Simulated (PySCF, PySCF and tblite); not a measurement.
A run on one conformer of C₉H₁₁Cl, numbered as in [CH2:1]=[CH:2][CH2:3]/[CH:4]=[C:5]1\[CH2:6][C@@H:7]([Cl:8])[C:9]1=[CH2:10], from an ensemble study. The sound level was PBE0/pcSseg-1 on GFN2-xTB geometries.

Input:

```
{"job": {"xc": "PBE0", "basis": "pcSseg-1", "scf": {"max_cycle": 64}, "kind": "nmr", "pop": false}, "charge": 0, "multiplicity": 2}
C      3.425145     0.733814     0.231459
C      2.706854    -0.299163     0.626666
C      1.681226    -0.990093    -0.223437
C      0.337801    -0.907169     0.433730
C     -0.687243    -0.222818    -0.055605
C     -0.892075     0.617482    -1.296499
C     -2.299054     0.958564    -0.768362
Cl    -3.646259     0.490704    -1.836194
C     -2.055991     0.028479     0.394712
C     -2.823852    -0.398999     1.384034
H      4.146986     1.206721     0.875369
H      3.327799     1.146981    -0.759300
H      2.819836    -0.695486     1.627373
H      1.647273    -0.536796    -1.214396
H      1.960523    -2.044058    -0.326477
H      0.232729    -1.422936     1.378676
H     -0.902148     0.045776    -2.223035
H     -0.225558     1.471733    -1.406389
H     -2.459258     2.003711    -0.502953
H     -3.846637    -0.076666     1.479759
H     -2.457017    -1.092838     2.120333
```

Command: OMP_NUM_THREADS=1 python ens_run.py task.json out

Output:

```
RuntimeError: Electron number 82 and spin 1 are not consistent
Note mol.spin = 2S = Nalpha - Nbeta, not 2S+1
```

Question: What is wrong with this calculation?

Answer: The setting at fault: wrong multiplicity. The program refused the input.
